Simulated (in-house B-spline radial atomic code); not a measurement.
Binding energies in Bi⁴¹⁺

NIST's tabulated ground configuration is [Kr] 4d6; each binding energy is the energy of the ion with one electron taken from that subshell, relaxed, less that of the parent. All numbers are computed (Dirac-Hartree-Fock, average of configuration; Fermi nucleus of rms radius 5.5211 fm) with a B-spline radial code for spherical atoms, not measured. Energies include first-order Breit, QED and recoil terms.

```tsv
subshell	X-ray name	binding energy (eV)	-ε (eV)	relaxation (eV)
1s	K	92405.8	92989.0	66.6
2s	L1	18281.2	18378.4	28.8
2p1/2	L2	17599.2	17700.4	33.7
2p3/2	L3	15306.2	15377.5	29.5
3s	M1	5849.8	5873.0	8.2
3p1/2	M2	5548.8	5572.0	9.2
3p3/2	M3	5018.2	5034.4	7.8
4s	N1	2570.3	2576.2	1.3
4p1/2	N2	2432.8	2438.4	1.5
4p3/2	N3	2270.1	2273.8	1.2
4d	N4,5	2042	2044.5	1.3
```

Relaxation = -ε minus the binding energy without Breit, QED and recoil terms.

Emission lines follow as differences of binding energies, with λ = 12398.42 eV·Å / E:

```tsv
line	holes	energy (eV)	wavelength (Å)
K-L3	1s → 2p3/2	77099.6	0.16081
K-L2	1s → 2p1/2	74806.6	0.16574
K-M3	1s → 3p3/2	87387.6	0.14188
L1-M3	2s → 3p3/2	13263.0	0.93481
L3-M1	2p3/2 → 3s	9456.4	1.3111
```

What screening constant σ does Moseley's law, E = (3/4)·13.6057 eV·(Z - σ)², need for K-L3?

σ = -3.92.

Moseley's non-relativistic formula needs a falling, then negative, screening constant for heavy elements, because relativity binds the 1s electron more strongly than the formula allows.

What does it cost to remove both a 4p3/2 and a 4d electron?

4372.5 eV, which is 60.31 eV more than the two single binding energies together.

What does it cost to remove both a 1s and a 2p3/2 electron?

108160 eV, which is 447.8 eV more than the two single binding energies together.

What does it cost to remove both a 2s and a 2p3/2 electron?

33876 eV, which is 288.8 eV more than the two single binding energies together.
